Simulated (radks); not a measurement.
Question: Species: the cadmium ion Cd4+. Configuration: [Kr] 4d8. All-electron calculation, Dirac Kohn-Sham, PBE, spin-unpolarised, spherical densities, finite nucleus; open shells fill j = l - 1/2 first; Fermi nuclear charge, rms radius 4.6087 fm. Program: a radial shooting solver on a logarithmic mesh with Libxc functionals. Some entries of the table are withheld. Estimate them.

orbital  occ.  eigenvalue (hartree)  <r^2> (bohr^2)
1s1/2       2             -976.1856        0.001250
2s1/2       2             -146.6215         0.02037
2p1/2       2                   (1)         0.01520
2p3/2       4                   (2)         0.01652
3s1/2       2             -28.97021             (3)
3p1/2       2             -24.96976          0.1419
3p3/2       4             -23.70595          0.1508
3d3/2       4             -16.62862          0.1316
3d5/2       6             -16.37172          0.1343
4s1/2       2              -5.85530          0.8584
4p1/2       2              -4.55880          0.9747
4p3/2       4              -4.33769           1.035
4d3/2       4              -2.31356           1.538
4d5/2       4              -2.28305           1.570

Answer: 
(1) 2p1/2 eigenvalue (hartree): -136.6384
(2) 2p3/2 eigenvalue (hartree): -129.5656
(3) 3s1/2 <r^2> (bohr^2): 0.1467
